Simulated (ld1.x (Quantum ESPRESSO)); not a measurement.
## What one change does to a pseudopotential (boron (B), TM)

B (Z = 5), norm-conserving Troullier–Martins (Kleinman–Bylander form), made with ld1.x (Quantum ESPRESSO) 7.5 (PW91, non-relativistic). Core [He], reference 2s2 2p0.5 (charge +0.5). Waves: 2s (bound): rc 1.10 bohr; 2p (bound): rc 2.30 bohr; 3d channel at 0.5 Ry: rc 2.35 bohr. Local part: the d channel. Core correction: Bessel-smoothed model core, default radius (core density twice the valence density).

Change: functional BLYP.

Cutoffs: the cutoffs (Ry, on a coarse ladder) from which the occupation-weighted sum of valence levels, in a spherical-Bessel basis at the reference potential, stays within 10 and 1 mRy of its value at 400 Ry; they do not see the model core or the augmentation charge, which bear on the density cutoff. Errors are all-electron minus pseudo energies relative to the spin-unpolarised reference configuration.

Question: What does the change do?

Answer: The potential gets neither clearly harder nor softer (21 Ry and 70 Ry → 21 Ry and 70 Ry); the s channel sets the loose cutoff, while the largest relative change is in p, which becomes harder; of the 7 tests that both files solve, the error grows in 2 and shrinks in 0 by more than 15 % and 0.3 meV (median size 8.8 → 12.8 meV); neither file shows a bound ghost.

```tsv
quantity	base	changed
cutoff, loose	21 Ry	21 Ry
cutoff, tight	70 Ry	70 Ry
loose cutoff by channel (10 mRy a level)	s 18 Ry, p 15 Ry	s 18 Ry, p 18 Ry
bound ghosts	none	none
error for 2s2 2p1, meV [ΔE -2.91 → -2.86 eV]	+4.0	+4.3
error for 2s2 2p0, meV [ΔE 5.36 → 5.32 eV]	+13	+13
error for 2s1 2p0, meV [ΔE 30.82 → 30.66 eV]	+74	+76
error for 2s0 2p3, meV [ΔE 8.79 → 8.73 eV]	+8.0	+23
error for 2s2 2p1.3, meV [ΔE -3.66 → -3.58 eV]	+6.5	+7.1
error for 2s1 2p2, meV [ΔE 2.93 → 2.92 eV]	+8.8	+13
error for 2s1 2p1, meV [ΔE 11.49 → 11.36 eV]	-14	-12
s: phases at 2.55 bohr within 0.05 rad from the reference energy up to (Ry; the scan ends near 5)	1.5	1.5
p: phases at 2.55 bohr within 0.05 rad from the reference energy up to (Ry; the scan ends near 5)	1.5	1.5
d: phases at 2.55 bohr within 0.05 rad from the reference energy up to (Ry; the scan ends near 5)	to the end of the scan	to the end of the scan
```
